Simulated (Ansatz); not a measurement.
Relaxation of C3H9GeNO (15 atoms, charge 0, multiplicity 1), to a largest force component of 0.015 eV/Å in at most 40 steps.

The calculation used Ansatz, RHF/def2-mTZVP.

```xyz
15
Properties=species:S:1:pos:R:3:forces:R:3
C -0.308 -2.240 0.569 -2.28 2.24 -0.60
Ge 0.909 -0.741 0.345 0.28 0.12 0.77
N -0.040 0.824 -0.135 0.07 -1.05 2.15
C 0.350 1.497 -1.394 -6.10 2.02 0.50
C -0.983 1.339 0.767 -1.49 5.04 -3.56
O -1.627 2.409 0.503 2.86 -4.98 1.49
H -0.875 -2.348 -0.392 0.63 -0.34 1.16
H -1.041 -1.925 1.353 0.60 -0.69 -0.74
H 0.192 -3.106 0.870 0.50 -1.31 0.23
H 1.666 -0.510 1.706 -0.25 0.08 -0.52
H 1.923 -1.108 -0.740 0.06 0.36 -0.19
H 0.654 2.528 -1.184 0.07 -0.60 -0.35
H -0.695 1.551 -2.023 3.12 0.16 1.27
H 1.032 0.952 -1.941 1.41 -1.01 -0.71
H -1.182 0.827 1.726 0.51 -0.03 -0.91
```

**Question.** Where does it end, and by what steps?

**Answer.** The forces met the threshold. After 20 steps the energy has fallen by 1.127 eV; H15 moved furthest, 1.05 Å.

| step | energy less start (eV) | largest force component (eV/Å) | accepted |
| --- | --- | --- | --- |
| 0 | 0.0000 | 6.103 | yes |
| 1 | -0.9776 | 1.137 | yes |
| 2 | -0.8899 | 2.215 | no |
| 3 | -1.0746 | 0.324 | yes |
| 4 | -1.0861 | 0.119 | yes |
| 5 | -1.0865 | 0.222 | yes |
| 6 | -1.0897 | 0.073 | yes |
| 7 | -1.0933 | 0.050 | yes |
| 8 | -1.0970 | 0.166 | yes |
| 9 | -1.0980 | 0.304 | yes |
| 10 | -1.1053 | 0.166 | yes |
| 11 | -1.1061 | 0.167 | yes |
| 12 | -1.1128 | 0.371 | yes |
| 13 | -1.1159 | 0.269 | yes |
| 14 | -1.1203 | 0.131 | yes |
| 15 | -1.1246 | 0.113 | yes |
| 16 | -1.1254 | 0.213 | yes |
| 17 | -1.1242 | 0.330 | no |
| 18 | -1.1271 | 0.062 | yes |
| 19 | -1.1273 | 0.017 | yes |
| 20 | -1.1274 | 0.006 | yes |

```xyz
15
Properties=species:S:1:pos:R:3
C -0.234 -2.245 0.164
Ge 0.840 -0.686 0.655
N 0.019 0.874 0.059
C -0.088 1.158 -1.369
C -0.542 1.783 0.887
O -1.109 2.776 0.537
H -0.375 -2.298 -0.909
H -1.209 -2.200 0.631
H 0.253 -3.159 0.481
H 0.975 -0.542 2.177
H 2.224 -0.745 -0.008
H 0.318 2.133 -1.595
H -1.120 1.141 -1.695
H 0.464 0.418 -1.931
H -0.438 1.541 1.944
```

The run took 94 s on 2 threads of Arm Neoverse V2, with other jobs on the host, peak memory 0.48 GiB.
